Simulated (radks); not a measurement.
Question: Valence configurations of F III (all share [He]). All-electron calculation, Dirac Kohn-Sham, LDA (Slater exchange, Perdew-Wang correlation), spin-unpolarised, spherical densities, point nucleus; open shells fill j = l - 1/2 first. Program: a radial shooting solver on a logarithmic mesh with Libxc functionals. Order these by energy: 2s1 2p4; 2s2 2p3; 2p5; 2s0.5 2p4.5; 2s1.5 2p3.5.

Answer: From the lowest, in eV above it: 2s2 2p3 0.000; 2s1.5 2p3.5 9.277; 2s1 2p4 18.583; 2s0.5 2p4.5 27.918; 2p5 37.282. NIST lists [He] 2s2 2p3 as the ground configuration; this level of theory agrees among the configurations tried. The energies are those of spherical spin-averaged densities, not of single terms.
